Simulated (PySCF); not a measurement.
C5H7FO, SMILES C[C@H]1CO/C1=C\F. Geometry optimised at B3LYP-D3(BJ)/def2-SVP. The structure was generated by enumeration; whether it is a known compound was not checked.

Method: B3LYP-D3(BJ)/def2-SVP (PySCF 2.14.0).

Harmonic wavenumbers (cm⁻¹): 97, 149, 184, 240, 303, 405, 510, 609, 728, 748, 867, 895, 922, 1014, 1052, 1119, 1137, 1163, 1167, 1189, 1258, 1303, 1353, 1383, 1400, 1466, 1469, 1497, 1815, 3030, 3044, 3059, 3110, 3112, 3121, 3215. Rotational constants (GHz): 4.835, 1.872, 1.443; symmetry number 1.

Problem. Work out the zero-point energy and the ideal-gas rigid-rotor harmonic-oscillator thermochemistry at 298.15 K and 1 atm.

Solution. ZPE = ½ Σ hcν = ½ × 49132 cm⁻¹ = 293.87 kJ/mol. H − E(el) = 314.71 kJ/mol. Entropy in J/(mol K): translation 166.44, rotation 115.48, vibration 63.75, total 345.67. G − E(el) = 211.65 kJ/mol. Cp = 111.51 J/(mol K). Modes under 150 cm⁻¹ make the vibrational entropy uncertain.
